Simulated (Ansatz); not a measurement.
Basis-set extrapolation for O₆P₄, SMILES `O1P2OP3OP1OP(O2)O3` (PBE0-D4/def2-TZVP geometry, frozen core, the Gaussian-basis code of Ansatz). Multiplicity 1, RHF reference.

```json
{"": "HF", "def2-TZVPP": "-1812.697149", "def2-QZVPP": "-1812.761668"}
{"": "MP2 correlation", "def2-TZVPP": "-1.916162", "def2-QZVPP": "-2.079472"}
{"": "CCSD(T) correlation", "def2-TZVPP": "-2.023704", "def2-QZVPP": "not run"}
```

Energies in hartree. Use E(X) = E(∞) + A·exp(−7.88·√X) for Hartree–Fock and E(X) = E(∞) + B·X^(−2.97) for correlation, with X = 3 and 4, and add CCSD(T) minus MP2 of the smaller set to the MP2 limit.

Q: What is the CCSD(T) energy at the basis-set limit?

A: HF limit: -1812.761668 + (-0.064519) × 0.13774 = -1812.77055. MP2 limit: -2.079472 + (-0.163310) × 0.74074 = -2.20044. Higher-order term: -2.023704 − (-1.916162) = -0.10754. Total: -1815.07853 hartree, 939.1 kJ/mol below CCSD(T)/def2-TZVPP.
